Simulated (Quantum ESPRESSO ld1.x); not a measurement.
Results of a calculation; reference values are marked as such.
All-electron atom: S3+ in [He] 2s2 2p5 3s2 3p1 4f1 (not the ground configuration). Code: ld1.x of Quantum ESPRESSO 7.5. Model: Dirac Kohn-Sham, revPBE, spin-unpolarised, spherical densities, point nucleus; open shells are shared between the two j in proportion to 2j + 1.

Unscreened Slater integrals over Kohn-Sham orbitals (eV). Large and small components are both included.

\begin{tabular}{lr}
integral & value \\ \hline
F0(4f5/2,4f5/2) & 5.8084 \\
F2(4f5/2,4f5/2) & 3.1519 \\
F4(4f5/2,4f5/2) & 2.0805 \\
F0(4f5/2,4f7/2) & 5.8083 \\
F2(4f5/2,4f7/2) & 3.1519 \\
F4(4f5/2,4f7/2) & 2.0805 \\
G2(4f5/2,4f7/2) & 3.1517 \\
G4(4f5/2,4f7/2) & 2.0804 \\
G6(4f5/2,4f7/2) & 1.5310 \\
F0(4f5/2,3p3/2) & 7.2936 \\
F2(4f5/2,3p3/2) & 1.7826 \\
G2(4f5/2,3p3/2) & 0.84132 \\
G4(4f5/2,3p3/2) & 0.55156 \\
F0(4f5/2,3p1/2) & 7.2945 \\
G2(4f5/2,3p1/2) & 0.83514 \\
F0(4f5/2,3s1/2) & 7.3152 \\
G3(4f5/2,3s1/2) & 0.54345 \\
F0(4f7/2,4f7/2) & 5.8081 \\
F2(4f7/2,4f7/2) & 3.1519 \\
F4(4f7/2,4f7/2) & 2.0805 \\
F6(4f7/2,4f7/2) & 1.5310 \\
F0(4f7/2,3p3/2) & 7.2931 \\
F2(4f7/2,3p3/2) & 1.7823 \\
G2(4f7/2,3p3/2) & 0.84118 \\
G4(4f7/2,3p3/2) & 0.55148 \\
F0(4f7/2,3p1/2) & 7.2939 \\
G4(4f7/2,3p1/2) & 0.54729 \\
F0(4f7/2,3s1/2) & 7.3146 \\
G3(4f7/2,3s1/2) & 0.54332 \\
F0(3p3/2,3p3/2) & 16.460 \\
F2(3p3/2,3p3/2) & 8.4390 \\
F0(3p3/2,3p1/2) & 16.484 \\
G2(3p3/2,3p1/2) & 8.4486 \\
F0(3p3/2,3s1/2) & 16.934 \\
G1(3p3/2,3s1/2) & 11.382 \\
F0(3p1/2,3p1/2) & 16.507 \\
F0(3p1/2,3s1/2) & 16.959 \\
G1(3p1/2,3s1/2) & 11.400 \\
F0(3s1/2,3s1/2) & 17.461 \\
\end{tabular}
